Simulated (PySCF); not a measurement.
C3H7NSi, SMILES C=C=CN[SiH3]. Coordinates come from a ωB97X-D3(BJ)/def2-SVP optimisation. The structure was generated by enumeration, and PubChem lists no compound with its InChIKey, so it may never have been made. Other conformers were not sampled.

Method: ωB97X-D3(BJ)/def2-SVP run with PySCF.

Harmonic wavenumbers (cm⁻¹): 110, 127, 159, 224, 277, 286, 615, 633, 723, 733, 827, 912, 935, 947, 963, 995, 1023, 1037, 1217, 1379, 1416, 1520, 2111, 2250, 2261, 2267, 3134, 3191, 3222, 3697. Rotational constants (GHz): 7.599, 2.382, 1.877; symmetry number 1.

Work out the zero-point energy and the ideal-gas rigid-rotor harmonic-oscillator thermochemistry at 298.15 K and 1 atm.

ZPE = ½ Σ hcν = ½ × 39191 cm⁻¹ = 234.41 kJ/mol. H − E(el) = 255.71 kJ/mol. Entropy in J/(mol K): translation 164.18, rotation 111.50, vibration 67.69, total 343.38. G − E(el) = 153.33 kJ/mol. Cp = 110.55 J/(mol K). Modes under 150 cm⁻¹ make the vibrational entropy uncertain.
